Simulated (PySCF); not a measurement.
PySCF input file for AlH, SMILES [AlH] (connectivity only; charge and spin as stated), neutral, multiplicity 1, TDDFT-CAM-B3LYP/def2-TZVPD. The structure is a stationary point at r2SCAN-D4/def2-TZVPD.

```python
import numpy as np
from pyscf import gto, scf, dft, tdscf

mol = gto.M(
    atom='''
    Al    0.00000000    0.00000000   -0.11876147
    H     0.00000000    0.00000000    1.54389912
    ''',
    basis='def2-TZVPD',
    charge=0,
    spin=0,
    symmetry=True,
    max_memory=2000,
    verbose=4,
)
mf = dft.RKS(mol, xc='cam-b3lyp').density_fit(auxbasis='def2-universal-jkfit')
mf.grids.level = 3
mf.conv_tol = 1e-9
mf.max_cycle = 100
mf.kernel()
mf.grids = dft.Grids(mol).set(level=1).build(with_non0tab=True)  # coarser grid for the response kernel
td = tdscf.TDDFT(mf)
td.singlet = True
td.nstates = 10
td.conv_tol = 1e-4
td.kernel(x0=td.get_init_guess(mf, 15))
td.analyze()
tt = tdscf.TDA(mf)
tt.singlet = False
tt.nstates = 4
tt.conv_tol = 1e-4
tt.kernel(x0=tt.get_init_guess(mf, 9))
tt.analyze(verbose=3)
```

Output:

```
PySCF version 2.14.0

[INPUT] verbose = 4
[INPUT] num. atoms = 2
[INPUT] num. electrons = 14
[INPUT] charge = 0
[INPUT] spin (= nelec alpha-beta = 2S) = 0
[INPUT] symmetry True subgroup None
[INPUT] Mole.unit = angstrom
[INPUT] Symbol           X                Y                Z      unit          X                Y                Z       unit  Magmom
[INPUT]  1 Al     0.000000000000   0.000000000000  -0.118761470000 AA    0.000000000000   0.000000000000  -0.224426652451 Bohr   0.0
[INPUT]  2 H      0.000000000000   0.000000000000   1.543899120000 AA    0.000000000000   0.000000000000   2.917546500757 Bohr   0.0

nuclear repulsion = 4.13752739635213
point group symmetry = Coov
symmetry origin: [0.0000000e+00 0.0000000e+00 1.3498044e-09]
symmetry axis x: [1. 0. 0.]
symmetry axis y: [0. 1. 0.]
symmetry axis z: [0. 0. 1.]
num. orbitals of irrep A1 = 20
num. orbitals of irrep E1x = 11
num. orbitals of irrep E1y = 11
num. orbitals of irrep E2x = 4
num. orbitals of irrep E2y = 4
num. orbitals of irrep E3x = 1
num. orbitals of irrep E3y = 1
number of shells = 20
number of NR pGTOs = 80
number of NR cGTOs = 52
basis = def2-TZVPD
ecp = {}


[settings echo left out]
init E= -242.803869940406
HOMO (A1) = -0.200023959747394  LUMO (E1y) = -0.0475581985242481  gap/eV = 4.14880
cycle= 1 E= -242.97347379508  delta_E= -0.17  |g|= 0.153  |ddm|= 0.791
HOMO (A1) = -0.254840461418876  LUMO (E1y) = -0.0360027465909192  gap/eV = 5.95488
cycle= 2 E= -242.982206427331  delta_E= -0.00873  |g|= 0.064  |ddm|= 0.269
HOMO (A1) = -0.25736754396805  LUMO (E1y) = -0.0298588960089283  gap/eV = 6.19083
cycle= 3 E= -242.98294634337  delta_E= -0.00074  |g|= 0.0099  |ddm|= 0.0572
HOMO (A1) = -0.258141444052258  LUMO (E1y) = -0.0292927857188312  gap/eV = 6.22729
cycle= 4 E= -242.982968619035  delta_E= -2.23e-05  |g|= 0.0017  |ddm|= 0.0145
HOMO (A1) = -0.258220752540245  LUMO (E1y) = -0.0293727471692127  gap/eV = 6.22727
cycle= 5 E= -242.982970850933  delta_E= -2.23e-06  |g|= 0.0002  |ddm|= 0.00656
HOMO (A1) = -0.258230396166075  LUMO (E1y) = -0.0294035991902586  gap/eV = 6.22669
cycle= 6 E= -242.982970890774  delta_E= -3.98e-08  |g|= 3.12e-05  |ddm|= 0.000982
HOMO (A1) = -0.258227332031186  LUMO (E1y) = -0.0294036253538343  gap/eV = 6.22661
cycle= 7 E= -242.982970892073  delta_E= -1.3e-09  |g|= 6.42e-06  |ddm|= 0.000203
HOMO (A1) = -0.258228649766876  LUMO (E1y) = -0.029404802951714  gap/eV = 6.22661
cycle= 8 E= -242.982970892139  delta_E= -6.56e-11  |g|= 7.5e-07  |ddm|= 5.47e-05
HOMO (A1) = -0.258228468035254  LUMO (E1y) = -0.0294046835231576  gap/eV = 6.22661
Extra cycle  E= -242.982970892138  delta_E= 3.98e-13  |g|= 3.07e-07  |ddm|= 3.32e-06
converged SCF energy = -242.982970892138
tot grids = 8824


******** <class 'pyscf.tdscf.rks.TDDFT'> for <class 'pyscf.df.df_jk.DFSymAdaptedRKS'> ********
nstates = 10 singlet
deg_eia_thresh = 1.000e-03
wfnsym = None
conv_tol = 0.0001
eigh lindep = 1e-12
eigh level_shift = 0
eigh max_cycle = 100


Excitation energies (eV)
[2.87977465 2.87977465 5.42834857 6.45707394 6.63559129 6.6359009
 6.71499316 6.71499316 7.88276    7.88276   ]

** Singlet excitation energies and oscillator strengths **
Excited State   1:  ???      2.87977 eV    430.53 nm  f=0.0456
       7 -> 8         0.70233
Excited State   2:  ???      2.87977 eV    430.53 nm  f=0.0456
       7 -> 9        -0.70233
Excited State   3:   A1      5.42835 eV    228.40 nm  f=0.1728
       7 -> 10       -0.70207
Excited State   4:   A1      6.45707 eV    192.01 nm  f=0.4734
       7 -> 11       -0.70309
Excited State   5:  E2y      6.63559 eV    186.85 nm  f=0.0000
       7 -> 15        0.70267
Excited State   6:  ???      6.63590 eV    186.84 nm  f=0.0000
       7 -> 14       -0.70267
Excited State   7:  ???      6.71499 eV    184.64 nm  f=0.1442
       6 -> 9         0.13004
       7 -> 13        0.69007
Excited State   8:  ???      6.71499 eV    184.64 nm  f=0.1442
       6 -> 8        -0.13004
       7 -> 12       -0.69007
Excited State   9:  ???      7.88276 eV    157.29 nm  f=0.4934
       6 -> 9        -0.68164
       7 -> 13        0.12951
       7 -> 21        0.12195
Excited State  10:  ???      7.88276 eV    157.29 nm  f=0.4934
       6 -> 8         0.68164
       7 -> 12       -0.12951
       7 -> 20       -0.12195

** Transition electric dipole moments (AU) **
state          X           Y           Z        Dip. S.      Osc.
  1         0.8040     -0.0000     -0.0000      0.6465      0.0456
  2         0.0000     -0.8040      0.0000      0.6465      0.0456
  3        -0.0000      0.0000      1.1399      1.2994      0.1728
  4         0.0000      0.0000      1.7298      2.9923      0.4734
  5        -0.0000      0.0000     -0.0000      0.0000      0.0000
  6        -0.0000     -0.0000      0.0000      0.0000      0.0000
  7         0.0000     -0.9362     -0.0000      0.8764      0.1442
  8         0.9362     -0.0000     -0.0000      0.8764      0.1442
  9         0.0000     -1.5983      0.0000      2.5546      0.4934
 10         1.5983     -0.0000     -0.0000      2.5546      0.4934

** Transition velocity dipole moments (imaginary part, AU) **
state          X           Y           Z        Dip. S.      Osc.
  1         0.0848     -0.0000      0.0000      0.0072      0.0452
  2         0.0000     -0.0848     -0.0000      0.0072      0.0452
  3         0.0000     -0.0000      0.2318      0.0538      0.1796
  4        -0.0000      0.0000      0.4167      0.1736      0.4877
  5        -0.0000     -0.0000     -0.0000      0.0000      0.0000
  6         0.0000     -0.0000      0.0000      0.0000      0.0000
  7         0.0000     -0.2317     -0.0000      0.0537      0.1451
  8         0.2317     -0.0000      0.0000      0.0537      0.1451
  9         0.0000     -0.4624     -0.0000      0.2138      0.4920
 10         0.4624     -0.0000      0.0000      0.2138      0.4920

** Transition magnetic dipole moments (imaginary part, AU) **
state          X           Y           Z
  1         0.0000      1.3532     -0.0000
  2         1.3532     -0.0000      0.0000
  3         0.0000      0.0000      0.0000
  4        -0.0000     -0.0000     -0.0000
  5         0.0000     -0.0000     -0.0000
  6         0.0000      0.0000     -0.0000
  7        -0.3003     -0.0000      0.0000
  8         0.0000     -0.3003      0.0000
  9        -0.3018     -0.0000      0.0000
 10         0.0000     -0.3018     -0.0000


******** <class 'pyscf.tdscf.rks.TDA'> for <class 'pyscf.df.df_jk.DFSymAdaptedRKS'> ********
nstates = 4 triplet
deg_eia_thresh = 1.000e-03
wfnsym = None
conv_tol = 0.0001
eigh lindep = 1e-12
eigh level_shift = 0
eigh max_cycle = 100


Excitation energies (eV)
[1.76390636 1.76390636 4.97932356 5.35255364]

** Triplet excitation energies and oscillator strengths **
Excited State   1:  ???      1.76391 eV    702.90 nm  f=0.0000
Excited State   2:  ???      1.76391 eV    702.90 nm  f=0.0000
Excited State   3:   A1      4.97932 eV    249.00 nm  f=0.0000
Excited State   4:   A1      5.35255 eV    231.64 nm  f=0.0000
```

The run converged.
